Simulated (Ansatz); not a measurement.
Species: sum formula BNH3, charge 0, multiplicity 2. It need not be the lowest isomer of its formula. 
Geometry from a B3LYP-D3(BJ)/def2-TZVP (Ansatz, an electronic-structure program) optimisation:
```
N
H 1 1.0078
H 1 1.0126 2 112.87
B 1 1.3753 2 123.32 3 -180.00
H 4 1.1913 1 125.43 2 180.00
```
Charge 0, spin multiplicity 2.

Quantity: vertical ionisation energy (to the singlet state of charge +1; each state is the SCF solution reached for its spin), in eV. Valence correlation only, unless marked. UHF or UKS for open shells. Spin-orbit coupling is left out. No relativistic terms. CBS marks a two-point X^-3 extrapolation of the correlation energy; Hartree-Fock from the larger set.

```csv
level,program,vertical ionisation energy (eV)
HF/def2-SVPD,Ansatz,7.74
HF/aug-cc-pVTZ,Ansatz,7.73
HF/aug-cc-pVQZ,Ansatz,7.73
B3LYP/def2-TZVPD,Ansatz,8.15
```

Task: Estimate the value at CCSD(T)/CBS(def2-TZVPPD,def2-QZVPPD) as computed with Ansatz.

Result: 8.04 eV
